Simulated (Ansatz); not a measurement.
C₂H₈OSSi (`CSC[SiH2]O`), relaxed with RKS PBE0-D4/def2-TZVP in Ansatz 0.2.0 from a PBE-D4/def2-SVP geometry. The force threshold is 0.005 eV/Å; the program also tests the step.

The species carries charge 0 and has multiplicity 1.

Start:

```xyz
13

C     0.881    1.067   -1.392
S    -0.226   -0.371   -1.553
C     0.128   -1.257    0.018
Si   -0.566   -0.280    1.508
O    -1.971    0.457    0.961
H     0.757    1.661   -2.318
H     0.619    1.704   -0.523
H     1.940    0.745   -1.314
H    -0.418   -2.219   -0.078
H     1.209   -1.504    0.087
H     0.459    0.721    1.978
H    -0.885   -1.201    2.651
H    -1.928    0.478   -0.025
```

```
step  energy (eV)  largest force (eV/Å)  largest move (Å)
   1  -22956.3891                 1.009             0.000
   2  -22956.4538                 0.642             0.036
   3  -22956.4686                 0.154             0.026
   4  -22956.4711                 0.104             0.029
   5  -22956.4727                 0.101             0.032
   6  -22956.4734                 0.040             0.031
   7  -22956.4736                 0.026             0.022
   8  -22956.4739                 0.026             0.015
   9  -22956.4743                 0.041             0.050
  10  -22956.4746                 0.036             0.037
  11  -22956.4747                 0.106             0.034
  12  -22956.4748                 0.050             0.018
  13  -22956.4749                 0.048             0.016
  14  -22956.4750                 0.033             0.020
  15  -22956.4750                 0.014             0.014
  16  -22956.4750                 0.018             0.017
  17  -22956.4751                 0.012             0.024
  18  -22956.4751                 0.004             0.003
```

End:

```xyz
13

C     0.994    1.039   -1.393
S    -0.206   -0.291   -1.544
C     0.105   -1.208   -0.011
Si   -0.600   -0.282    1.466
O    -2.118    0.220    1.084
H     0.884    1.659   -2.283
H     0.817    1.655   -0.510
H     2.009    0.639   -1.365
H    -0.433   -2.153   -0.129
H     1.168   -1.450    0.073
H     0.291    0.866    1.798
H    -0.707   -1.159    2.659
H    -2.205    0.464    0.155
```

It took 77 s on 4 threads of a server CPU on a shared host, with 0.69 GiB of host memory at the peak.
